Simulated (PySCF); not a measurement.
# Electron correlation in Fe²⁺ (iron, charge +2)

[Ar] 3d6, high-spin 5D determinant. Calculation: PySCF 2.14, in aug-cc-pVTZ-DK; scalar relativity by spin-free X2C-1e. Frozen: [Ar]; 6 electrons correlated.

```
  level  correlation energy (mhartree)
   CCSD                        -128.05
    (T)                          -2.22
CCSD(T)                        -130.27
```

Diagnostics: T1 = 0.0058, D1 = 0.0100, largest double amplitude 0.023.

Cost of the coupled-cluster step: of the order of 29 core-seconds, for 6 correlated electrons.

Iterations:

```
CC2 = 0
CCSD nocc = (np.int64(5), np.int64(1)), nmo = (84, 84)
frozen orbitals [[0, 1, 2, 3, 4, 5, 6, 7, 8], [0, 1, 2, 3, 4, 5, 6, 7, 8]]
max_cycle = 100
direct = 0
conv_tol = 1e-08
conv_tol_normt = 1e-06
diis_space = 8
diis_start_cycle = 0
Init t2, MP2 energy = -0.125223987283126
Init E_corr(UCCSD) = -0.12522398728471
cycle = 1  E_corr(UCCSD) = -0.127002561211967  dE = -0.00177857393  norm(t1,t2) = 0.0199849
cycle = 2  E_corr(UCCSD) = -0.127783687118384  dE = -0.000781125906  norm(t1,t2) = 0.00542552
cycle = 3  E_corr(UCCSD) = -0.127941409601178  dE = -0.000157722483  norm(t1,t2) = 0.00291906
cycle = 4  E_corr(UCCSD) = -0.128045519401864  dE = -0.000104109801  norm(t1,t2) = 0.00120873
cycle = 5  E_corr(UCCSD) = -0.128044976272975  dE = 5.4312889e-07  norm(t1,t2) = 0.00044455
cycle = 6  E_corr(UCCSD) = -0.128046217425645  dE = -1.24115267e-06  norm(t1,t2) = 0.000100646
cycle = 7  E_corr(UCCSD) = -0.128046691296825  dE = -4.7387118e-07  norm(t1,t2) = 3.8033e-05
cycle = 8  E_corr(UCCSD) = -0.128046397149955  dE = 2.9414687e-07  norm(t1,t2) = 1.34817e-05
cycle = 9  E_corr(UCCSD) = -0.128046382991236  dE = 1.41587186e-08  norm(t1,t2) = 6.38298e-06
cycle = 10  E_corr(UCCSD) = -0.128046427581842  dE = -4.45906061e-08  norm(t1,t2) = 3.17932e-06
cycle = 11  E_corr(UCCSD) = -0.128046434329651  dE = -6.74780923e-09  norm(t1,t2) = 1.01142e-06
cycle = 12  E_corr(UCCSD) = -0.128046434469059  dE = -1.39408068e-10  norm(t1,t2) = 3.12983e-07
UCCSD converged
E(UCCSD) = -1270.676838112178  E_corr = -0.1280464344690594
UCCSD(T) correction = -0.002219924969498
```
